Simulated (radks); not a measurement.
The numbers below are computed, except where a source is named.
The promethium ion Pm+, 60 electrons, occupied as [Xe] 4f4.5 5d1 6p0.5 (fractional occupations, a model configuration).

Code: a radial shooting solver on a logarithmic mesh with Libxc functionals. Model: scalar-relativistic Kohn-Sham, SCAN, spin-polarised, spherical densities, finite nucleus; open shells are filled with parallel spins first (spin-orbit coupling, left out, can overturn this in heavy ions); meta-GGA in the generalised Kohn-Sham scheme; Fermi nuclear charge, rms radius 4.962 fm.

Energy parts (hartree):
part                       energy
total                 -10021.4847
kinetic                10688.4118
electron-nucleus      -24347.4241
Hartree                 3867.1923
exchange-correlation    -229.6647

Orbitals (lengths in bohr, moments of r in powers of bohr; <r^-3> diverges for s and p1/2):
1s up: occ. 1; eigenvalue (hartree) -1657.245
1s down: occ. 1; eigenvalue (hartree) -1657.245
2s up: occ. 1; eigenvalue (hartree) -270.4756
2s down: occ. 1; eigenvalue (hartree) -270.4731
2p up: occ. 3; eigenvalue (hartree) -241.4238; <r^-3> 9580
2p down: occ. 3; eigenvalue (hartree) -241.4219; <r^-3> 9580
3s up: occ. 1; eigenvalue (hartree) -59.58864
3s down: occ. 1; eigenvalue (hartree) -59.52694
3p up: occ. 3; eigenvalue (hartree) -50.39768; <r^-3> 1969
3p down: occ. 3; eigenvalue (hartree) -50.33413; <r^-3> 1973
3d up: occ. 5; eigenvalue (hartree) -37.81372; <r^-3> 267.0
3d down: occ. 5; eigenvalue (hartree) -37.76138; <r^-3> 267.6
4s up: occ. 1; eigenvalue (hartree) -12.29368
4s down: occ. 1; eigenvalue (hartree) -12.13569
4p up: occ. 3; eigenvalue (hartree) -9.26017; <r^-3> 428.6
4p down: occ. 3; eigenvalue (hartree) -9.09898; <r^-3> 428.0
4d up: occ. 5; eigenvalue (hartree) -4.96960; <r^-3> 48.46
4d down: occ. 5; eigenvalue (hartree) -4.80034; <r^-3> 48.38
4f up: occ. 4.5; eigenvalue (hartree) -0.42543; <r^-3> 5.818
5s up: occ. 1; eigenvalue (hartree) -1.86521
5s down: occ. 1; eigenvalue (hartree) -1.79321
5p up: occ. 3; eigenvalue (hartree) -1.12833; <r^-3> 59.18
5p down: occ. 3; eigenvalue (hartree) -1.06733; <r^-3> 56.26
5d up: occ. 1; eigenvalue (hartree) -0.29821; <r^-3> 2.754
6p up: occ. 0.5; eigenvalue (hartree) -0.20664; <r^-3> 5.643

The highest occupied level is 6p up at -5.623 eV. The density falls to 0.001 e/bohr^3 at r = 4.41 bohr. The spin density at the nucleus is 4.98 e/bohr^3 (1s 0.01, 2s -0.67, 3s -10.49, 4s 2.03, 5s 14.09). The electron density at the nucleus is 5.136e+05 e/bohr^3 (large components only).

Empty levels of this run are not shown, since the potential may be unsettled where no density lies.
